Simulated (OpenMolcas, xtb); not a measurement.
## C2H7NSi (SMILES C=C[SiH2]N): methods side by side

The species is C2H7NSi (11 atoms), meant as a singlet with charge 0. As SMILES, `C=C[SiH2]N`. The shape is that of a PBE0-D4/def2-TZVP optimisation. This is one conformer, not always the lowest.

```xyz
11

C    -0.6761    1.3370   -0.9450
C     0.0893    1.2086    0.1351
Si    0.5965   -0.4445    0.8326
N     0.0029   -1.8037   -0.0286
H    -0.9671    2.3046   -1.3447
H    -1.0468    0.4656   -1.4791
H     0.4330    2.1167    0.6316
H     0.0995   -0.5366    2.2326
H     2.0832   -0.5167    0.8360
H     0.4049   -2.0860   -0.9063
H    -0.9538   -2.1021    0.0563
```

Quantity: the HOMO–LUMO gap, in eV. The values are calculated.

```
         level             kind     program  value (eV)   CPU time
      GFN0-xTB   semi-empirical         xtb        4.22  under 2 s
    HF/cc-pVDZ     Hartree–Fock  OpenMolcas       14.12       14 s
 SVWN5/cc-pVDZ              LDA  OpenMolcas        4.61       58 s
  BLYP/cc-pVDZ              GGA  OpenMolcas        4.72       78 s
r2SCAN/cc-pVDZ         meta-GGA  OpenMolcas        5.17       97 s
M06-2X/cc-pVDZ  hybrid meta-GGA  OpenMolcas        9.47       86 s
B2PLYP/cc-pVDZ    double hybrid  OpenMolcas       10.00       45 s
```

The values span 4.22 to 14.12 eV. Orbital gaps aren't excitation energies, and those of double hybrids come from the SCF part alone; they tend to grow with the share of exact exchange. CPU times are rough (shared hosts, several kinds of processor): they show what a rung costs within a factor of a few.
